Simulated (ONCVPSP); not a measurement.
**How hard is this S (Z = 16) ONCV potential?**

sulfur, optimised norm-conserving Vanderbilt (ONCV), made with ONCVPSP 4.0.1 (PBE, scalar-relativistic). Core [Ne], reference 3s2 3p4. Waves: 3s: rc 1.50 bohr, ncon 3, nbas 7, qcut 3.8 1/bohr, 3 projectors, debl 2.7 Ha; 3p: rc 1.65 bohr, ncon 4, nbas 9, qcut 5.7 1/bohr, 1 projector; d scattering state at 0.06 Ha: rc 1.70 bohr, ncon 4, nbas 9, qcut 6.6 1/bohr, 1 projector. Local part: polynomial inside 0.95 bohr (lpopt 4, dvloc0 0 Ha). Core correction: polynomial model core, fcfact 0.3.

For each optimised wave give the share of its norm inside rc, the residual kinetic energy above qcut (Ha) and the cutoffs (Ha) for errors of 10, 1, 0.1 and 0.01 mHa per electron.

```
         wave  norm inside rc  residual KE  10 mHa  1 mHa  0.1 mHa     0.01 mHa
           3s           0.428      8.0e-03     6.8   45.5     79.6  not reached
s projector 2           0.089      2.3e-02     8.5   21.3     58.3         85.6
s projector 3           0.067      1.4e-01    12.5   41.8    103.5        145.3
           3p           0.365      2.6e-05     4.0    6.0     13.6         27.5
d projector 1           0.007      1.6e-06     1.6    7.5     13.6         18.3
```

The occupied waves need 46 Ha and 80 Ha for 1 and 0.1 mHa. Rows with under 1 % of the norm inside rc give no meaningful cutoff.
